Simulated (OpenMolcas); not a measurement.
Levels of Ga+ by method

| Property | Result |
| --- | --- |
| Program | OpenMolcas 26.06 |
| Basis | ANO-RCC-VTZP [6s5p3d1f] |
| Scalar Hamiltonian | DKH2, point nucleus |
| Active space | 2 electrons in 4 orbitals (4s 4p) |
| State averaging | 2S+1 = 3 even, 3 roots; 2S+1 = 1 even, 7 roots kept (CI in the orbitals of an earlier block); 2S+1 = 3 odd, 3 roots; 2S+1 = 1 odd, 3 roots kept (CI in the orbitals of an earlier block) |
| Spin-orbit coupling | state interaction with AMFI integrals over the reference wave functions, term energies averaged over their components |

Methods on the same reference wave functions:
A. CASSCF
B. SS-CASPT2, IPEA 0.25 Eh, imaginary shift 0.1 Eh (closed shells correlated: 3d)
C. MS-CASPT2, IPEA 0.25 Eh, imaginary shift 0.1 Eh (closed shells correlated: 3d)

Energies in eV above 4s2 1S0, the measured ground level; measured values from NIST Handbook of Basic Atomic Spectroscopic Data.

```tsv
Level	A	B	C	Measured
4s2 1S0	0.0000	0.0000	0.0000	0.0000
4s 4p 3P* 0	5.2988	5.546	5.573	5.8728
4s 4p 3P* 1	5.3446	5.592	5.619	5.9282
4s 4p 3P* 2	5.4393	5.687	5.714	6.0442
4s 4p 1P* 1	9.5927	8.666	8.693	8.7658
4p2 3P0	13.5951	13.970	13.997	
4p2 3P1	13.6444	14.021	14.048	
4p2 3P2	13.7306	14.098	14.125	
4p2 1D2	14.7757	14.417	14.444	13.3556
4p2 1S0	17.1862	16.605	16.659
```

Deviations, from unrounded energies. A percentage is the sum of absolute deviations over the sum of measured energies, with the sign that they share, or ± where signs differ.

```json
{"Against measurement": "mean absolute deviation (cm-1)", "Levels": "5", "A": "6500", "B": "3500", "C": "3400"}
{"Against measurement": "other configurations (%)", "Levels": "5", "A": "±10.0", "B": "±5.5", "C": "±5.3"}
```

B, C lie about equally close to measurement and A furthest from it. The largest miss of C in the table is 4p2 1D2, by +8800 cm-1. The ranking rests on the paired levels alone, and a cruder setting can come out closer through cancelling errors.

Between B and C the level of the table that moves most is 4p2 1S0, by 430 cm-1 (lowest in B, highest in C).

The lowest spin-free term lies below A's lowest term by 0.398 hartree in B, 0.399 hartree in C.

Terms from blocks run as CI alone lack orbitals of their own. The ¹D term of p² mixes with s d, which this space lacks. Without dynamic correlation excited terms often stand tens of per cent too high (terms of higher spin than the ground term too low), and those without a measured partner can miss by more than the paired ones (holds for A). Computed and measured levels are paired by configuration, term and J; levels that our copy of the source lacks, or whose pairing is in doubt (as where it misses far off the trend of its configuration), stay unpaired and out of the deviations. Levels of configurations outside the active space are missing.

* marks odd parity.
